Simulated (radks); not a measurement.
Q: The mean radii <r> (bohr) of the occupied orbitals of an atom or ion are listed with their occupations. Calculated with a radial shooting solver on a logarithmic mesh with Libxc functionals: Dirac Kohn-Sham, PBE, spin-unpolarised, spherical densities, point nucleus.

| orbital | occ. | <r> |
|---|---|---|
| 1s1/2 | 2 | 0.02231 |
| 2s1/2 | 2 | 0.09376 |
| 2p1/2 | 2 | 0.07836 |
| 2p3/2 | 4 | 0.08490 |
| 3s1/2 | 2 | 0.2318 |
| 3p1/2 | 2 | 0.2196 |
| 3p3/2 | 4 | 0.2298 |
| 3d3/2 | 0.4 | 0.1991 |
| 3d5/2 | 0.6 | 0.2023 |

Name the element and its charge. Open shells, if any, are shared by 2j + 1.

A: Z = 63, europium, charge +44: Eu44+ in [Ar] 3d1. The 1s radius gives Z: for a bare nucleus <r> = (2 gamma + 1)/(2Z) with gamma = sqrt(1 - (Z/c)^2), 0.02203 bohr for Z = 63, and screening makes it slightly larger (0.02231 here). The occupations add up to 19, and the charge is Z minus that.
